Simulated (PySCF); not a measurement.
An EPR job on `[CH2+][CH]O[SiH2]CCC` [radical].

Computed with UKS B3LYP, pcH-1 on C H O Si, non-relativistic, mean-field spin-orbit, GIAO (PySCF 2.14.0). Geometry: GFN2-xTB. A driver script takes a list of jobs; this job's settings line and coordinates (Å) are shown.

Command:
```bash
OMP_NUM_THREADS=1 python probes_run.py task.json out
```

Input:
```
{"job": {"kind": "epr", "basis": "pcH-1"}, "charge": 1, "multiplicity": 2}
C     -3.594388    -0.347792    -0.730812
C     -2.910819    -1.114698     0.125452
O     -1.870828    -0.711993     0.846012
Si    -0.819454     0.464384     1.176964
C      0.795295    -0.158201     0.200886
C      1.979549     0.720907     0.486955
C      3.157719     0.148346    -0.320316
H     -3.328262     0.680847    -0.907696
H     -4.439118    -0.743163    -1.264518
H     -3.170297    -2.152470     0.306498
H     -1.137285     1.789117     0.656098
H     -0.561728     0.241002     2.590869
H      0.527875    -0.148645    -0.856026
H      0.963369    -1.185484     0.521625
H      2.235376     0.713669     1.545637
H      1.800155     1.749414     0.175842
H      2.950165     0.163238    -1.386816
H      4.029887     0.771127    -0.126721
H      3.382983    -0.870356    -0.017067
```

Output:
```
UKS, coarse grid
  cycle   1  E = -562.08870346  |g| = 5.14e-01
  cycle   2  E = -561.77088707  |g| = 9.34e-01
  cycle   3  E = -562.17619812  |g| = 1.90e-01
  cycle   4  E = -562.18835765  |g| = 1.46e-01
  cycle   5  E = -562.20190289  |g| = 4.76e-02
  cycle   6  E = -562.20284121  |g| = 1.48e-02
  cycle   7  E = -562.20297120  |g| = 8.11e-03
  cycle   8  E = -562.20301837  |g| = 2.84e-03
  cycle   9  E = -562.20302471  |g| = 9.27e-04
UKS, final grid
  cycle   1  E = -562.20304965  |g| = 1.84e-03
  cycle   2  E = -562.20303401  |g| = 5.18e-03
  cycle   3  E = -562.20305193  |g| = 4.26e-04
  cycle   4  E = -562.20305203  |g| = 1.10e-04
  cycle   5  E = -562.20305204  |g| = 6.70e-05
  cycle   6  E = -562.20305205  |g| = 4.09e-05
  cycle   7  E = -562.20305205  |g| = 6.39e-06
E = -562.20305205 Eh   <S^2> = 0.7598 (exact 0.7500)
g shifts (ppm)      1          2          3
  rmc          -193       -193       -193
  gc              1         48         47
  oz_so          99       2447       4001
  total         -92       2302       3856
hyperfine (MHz)  atom isotope    a_iso     a_fc   dipolar eigenvalues
    0   13C      29.84      29.94    -34.69    -34.16     68.84
    1   13C     -19.51     -19.61     -4.09      0.02      4.07
    2   17O     -26.05     -25.76    -77.05     38.46     38.59
    3  29Si      28.31      28.40    -17.45      7.68      9.76
    4   13C      16.95      16.94    -22.14    -21.94     44.07
    5   13C      -6.96      -6.97     -5.99     -5.37     11.36
    6   13C      19.82      19.82     -6.59     -6.37     12.96
    7    1H     -27.41     -27.41    -14.63     -2.67     17.30
    8    1H     -28.68     -28.68    -16.50     -2.26     18.76
    9    1H      -1.99      -2.01     -3.97     -1.70      5.68
   10    1H      21.15      21.14     -1.85     -0.50      2.34
   11    1H      73.97      73.96     -1.68     -1.26      2.94
   12    1H       8.72       8.72    -10.14     -1.24     11.38
   13    1H      -2.22      -2.23     -9.58     -1.26     10.84
   14    1H       2.71       2.71     -3.71     -0.92      4.63
   15    1H       1.78       1.78     -3.62     -0.91      4.53
   16    1H      -3.28      -3.28     -3.76     -0.51      4.27
   17    1H      49.09      49.09     -3.41     -1.78      5.18
   18    1H      -3.40      -3.40     -3.68     -0.58      4.25
```

rmc, gc and oz_so are the mass-correction, gauge-correction and orbital-Zeeman/spin–orbit parts of the g shift along its three principal axes; a_iso is the isotropic hyperfine coupling and a_fc its Fermi-contact part. The program numbers atoms from 0.

**Question.** Get g_iso from the total shifts.

**Answer.** Their mean is 2022 ppm; added to g_e = 2.002319 it gives 2.00434.

**Question.** How far is ⟨S²⟩ from the pure-spin value?

**Answer.** S = 0.5 gives S(S+1) = 0.75; the run has 0.7598, 0.0098 more.

In short: ⟨S²⟩ 0.760; g_iso 2.0043.

Geometry: GFN2-xTB, one conformer, isolated ion.

**Question.** How long does this job take on an Arm Neoverse N1 with one thread, shared host with 64 logical CPUs at a one-minute load of 43? And the peak memory of the process?

**Answer.** About 3.0 min (density and orbital grids were written too), with 1.1 GiB resident at the peak, the Python interpreter and its libraries included.
Labels such as C1 count atoms from 1, the log's own numbers from 0.
